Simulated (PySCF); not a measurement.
## Spinor energies of Cl¹³⁺ (chlorine, charge +13)

Start: [He] 2s2. Calculated with PySCF 2.14 in an uncontracted even-tempered set (17 s from 2.3 bohr⁻², ratio 2.4; 10 p from 3 bohr⁻², ratio 2.4; 5 d from 10 bohr⁻², ratio 2.6; 5 f from 15 bohr⁻², ratio 2.6): generalised Hartree-Fock with the X2C-1e Hamiltonian and a Gaussian nucleus; one run each with spin-orbit coupling (SO) switched off, then screened by Boettger's factors.

| spinor shell | electrons | ε, spin-free (eV) | ε, screened SO (eV) | weight of nominal j (screened SO) | rms radius, screened SO (bohr) |
| --- | --- | --- | --- | --- | --- |
| 1s1/2 | 2 | -3491.3 | -3491.3 | 1.000 | 0.104 |
| 2s1/2 | 2 | -745.33 | -745.33 | 1.000 | 0.418 |

| quantity | spin-free | screened SO |
| --- | --- | --- |
| E (hartree) | -336.63306 | -336.63306 |
| M_J | 0 | 0 |
| ⟨J²⟩ | 0.000 | 0.000 |
| ⟨L²⟩ | 0.000 | 0.000 |
| ⟨S²⟩ | 0.000 | 0.000 |

Without spin-orbit coupling the j labels of p, d and f shells carry no meaning; the spin-free column gives the mean over the occupied spinors of each nl shell.
